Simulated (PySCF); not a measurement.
H3O4P, triplet, geometry from GFN2-xTB (a higher spin typed on purpose: for a closed-shell molecule this is an excited state); PBE0/3-21G in PySCF.

Here is a job for PySCF.
```python
from pyscf import gto, scf, dft

mol = gto.Mole()
mol.atom = '''
    O     0.77918714    0.89800259    1.38981789
    P    -0.01342712   -0.03654108    0.29402552
    O     1.07614325   -0.55931002   -0.64721325
    O    -0.93075699   -1.31479553   -0.92120897
    O    -0.86101349    1.15096454   -0.32530846
    H     1.63291358    0.52824969    1.60995054
    H    -0.53564913   -2.18592303   -0.95431307
    H    -1.40433700    0.80689686   -1.03471785
'''
mol.basis = '3-21g'
mol.spin = 2
mol.verbose = 4
mol.symmetry = True
mol.build()

mf = dft.UKS(mol)
mf.xc = 'pbe0'
mf.kernel()
mf.analyze()
```

Q: What does PySCF print? Leave out banner, timings and long lists.

A: 
```
PySCF version 2.14.0

[INPUT] verbose = 4
[INPUT] num. atoms = 8
[INPUT] num. electrons = 50
[INPUT] charge = 0
[INPUT] spin (= nelec alpha-beta = 2S) = 2
[INPUT] symmetry True subgroup None
[INPUT] Mole.unit = angstrom
[INPUT] Symbol           X                Y                Z      unit          X                Y                Z       unit  Magmom
[...]
nuclear repulsion = 268.142003301466
point group symmetry = C1
symmetry origin: [0. 0. 0.]
symmetry axis x: [1. 0. 0.]
symmetry axis y: [0. 1. 0.]
symmetry axis z: [0. 0. 1.]
num. orbitals of irrep A = 55
number of shells = 33
number of NR pGTOs = 96
number of NR cGTOs = 55
basis = 3-21g
ecp = {}

******** <class 'pyscf.dft.uks.UKS'> ********
method = UKS
initial guess = minao
damping factor = 0
level_shift factor = 0
DIIS = <class 'pyscf.scf.diis.CDIIS'>
diis_start_cycle = 1
diis_space = 8
diis_damp = 0
SCF conv_tol = 1e-09
SCF conv_tol_grad = None
SCF max_cycles = 50
direct_scf = True
direct_scf_tol = 1e-13
number electrons alpha = 26  beta = 24
XC library pyscf.dft.libxc version 7.1.2
    S. Lehtola, C. Steigemann, M. J. T. Oliveira, and M. A. L. Marques,  SoftwareX 7, 1–5 (2018)
XC functionals = pbe0
    C. Adamo and V. Barone,  J. Chem. Phys. 110, 6158 (1999)
    M. Ernzerhof and G. E. Scuseria,  J. Chem. Phys. 110, 5029 (1999)
radial grids:
    Treutler-Ahlrichs [JCP 102, 346 (1995); DOI:10.1063/1.469408] (M4) radial grids

becke partition: Becke, JCP 88, 2547 (1988); DOI:10.1063/1.454033
pruning grids: <function nwchem_prune>
grids dens level: 3
symmetrized grids: True
atomic radii adjust function: <function treutler_atomic_radii_adjust>
small_rho_cutoff = 0
Set gradient conv threshold to 3.16228e-05
tot grids = 104936
init E= -640.589190426928

cycle= 1 E= -639.842052625127  delta_E= 0.747  |g|= 0.726  |ddm|=  2.2
cycle= 2 E= -639.70821530879  delta_E= 0.134  |g|= 0.942  |ddm|= 1.29
cycle= 3 E= -640.022610393512  delta_E= -0.314  |g|= 0.255  |ddm|= 0.827
cycle= 4 E= -640.048856767919  delta_E= -0.0262  |g|= 0.0616  |ddm|= 0.236
cycle= 5 E= -640.050279805536  delta_E= -0.00142  |g|= 0.0269  |ddm|= 0.0643
cycle= 6 E= -640.050600557096  delta_E= -0.000321  |g|= 0.00828  |ddm|= 0.0273
cycle= 7 E= -640.050695596129  delta_E= -9.5e-05  |g|= 0.00355  |ddm|= 0.019
cycle= 8 E= -640.050736404489  delta_E= -4.08e-05  |g|= 0.00217  |ddm|= 0.0133
cycle= 9 E= -640.050755999104  delta_E= -1.96e-05  |g|= 0.00155  |ddm|= 0.0101
cycle= 10 E= -640.050767567137  delta_E= -1.16e-05  |g|= 0.000549  |ddm|= 0.0114
[...]
converged SCF energy = -640.050769076087  <S^2> = 2.009339  2S+1 = 3.0062196
Total Energy =                        -640.050769076086908
[...]
spin_pop of  1 P 2py      -0.00000
spin_pop of  1 P 2pz       0.00000
spin_pop of  1 P 3px       0.04838
spin_pop of  1 P 3py       0.06462
spin_pop of  1 P 3pz       0.09099
spin_pop of  1 P 4px       0.00197
spin_pop of  1 P 4py       0.00174
spin_pop of  1 P 4pz       0.00038
spin_pop of  2 O 1s       -0.00001
spin_pop of  2 O 2s        0.00576
spin_pop of  2 O 3s       -0.00032
spin_pop of  2 O 2px       0.34878
spin_pop of  2 O 2py       0.19272
spin_pop of  2 O 2pz       0.11067
spin_pop of  2 O 3px      -0.00029
spin_pop of  2 O 3py       0.00002
spin_pop of  2 O 3pz      -0.00010
spin_pop of  3 O 1s       -0.00001
spin_pop of  3 O 2s        0.01500
spin_pop of  3 O 3s       -0.00009
spin_pop of  3 O 2px       0.43568
spin_pop of  3 O 2py       0.08272
spin_pop of  3 O 2pz       0.13868
spin_pop of  3 O 3px      -0.00083
spin_pop of  3 O 3py       0.00004
spin_pop of  3 O 3pz      -0.00012
spin_pop of  4 O 1s       -0.00000
spin_pop of  4 O 2s        0.00199
spin_pop of  4 O 3s       -0.00010
spin_pop of  4 O 2px       0.00575
spin_pop of  4 O 2py       0.03733
spin_pop of  4 O 2pz       0.03200
spin_pop of  4 O 3px       0.00015
spin_pop of  4 O 3py       0.00007
spin_pop of  4 O 3pz       0.00012
spin_pop of  5 H 1s       -0.00122
spin_pop of  5 H 2s        0.00010
spin_pop of  6 H 1s       -0.01585
spin_pop of  6 H 2s        0.00014
spin_pop of  7 H 1s       -0.00106
spin_pop of  7 H 2s       -0.00015
 ** Mulliken Spin Density (per atom)  **
spin density of  0 O =      0.19266
spin density of  1 P =      0.41976
spin density of  2 O =      0.65725
spin density of  3 O =      0.67107
spin density of  4 O =      0.07732
spin density of  5 H =     -0.00113
spin density of  6 H =     -0.01572
spin density of  7 H =     -0.00121
 ** Mulliken pop alpha/beta on meta-lowdin orthogonal AOs **
 ** Mulliken pop       alpha | beta **
In total            26.00000 | 24.00000
 ** Mulliken atomic charges   ( Nelec_alpha | Nelec_beta ) **
charge of  0O =     -0.55633  (     4.37449      4.18184 )
charge of  1P =      1.18064  (     7.11956      6.69980 )
charge of  2O =     -0.53533  (     4.59629      3.93904 )
charge of  3O =     -0.45886  (     4.56497      3.89389 )
charge of  4O =     -0.57064  (     4.32398      4.24666 )
charge of  5H =      0.30911  (     0.34488      0.34601 )
charge of  6H =      0.30650  (     0.33889      0.35461 )
charge of  7H =      0.32490  (     0.33694      0.33815 )
Dipole moment(X, Y, Z, Debye):  0.01956, -2.51821,  0.54954
```
